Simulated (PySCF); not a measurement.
## Sb⁺: ionisation energy

Sb⁺ [Kr] 4d10 5s2 5p2 (3P) → Sb²⁺ [Kr] 4d10 5s2 5p1 (2P), as a difference of total energies. Calculation: PySCF 2.14, in def2-TZVPPD with the def2 core potential (28 electrons); a scalar-relativistic core potential. Correlated levels: valence: 4s2 4p6 4d10 frozen; valence and next inner shell: nothing frozen outside the core potential. The calculations carry no spin-orbit coupling.

```
                                method  ionisation energy (eV)
                                   UHF                  16.006
                                   LDA                  16.654
                                   PBE                  16.466
                                  PBE0                  16.531
                                r2SCAN                  16.652
                                  BP86                  16.594
                                 TPSSh                  16.490
                               r2SCANh                  16.662
                                PBEsol                  16.505
                         MP2 (valence)                  16.317
                     SCS-MP2 (valence)                  16.254
    MP2 (valence and next inner shell)                  16.483
SCS-MP2 (valence and next inner shell)                  16.367
```

Q: How much does correlation contribute at MP2 (valence and next inner shell)?

A: 16.483 − (16.006) = 0.477 eV, measured against UHF.

The reference lies between the lowest fine-structure levels, while these numbers refer to the centres of the terms.

Errors of the correlated levels include the incompleteness of this basis and the frozen core.

For comparison: 16.626 ± 0.025 eV (measured; NIST Atomic Spectra Database, ionization energies).
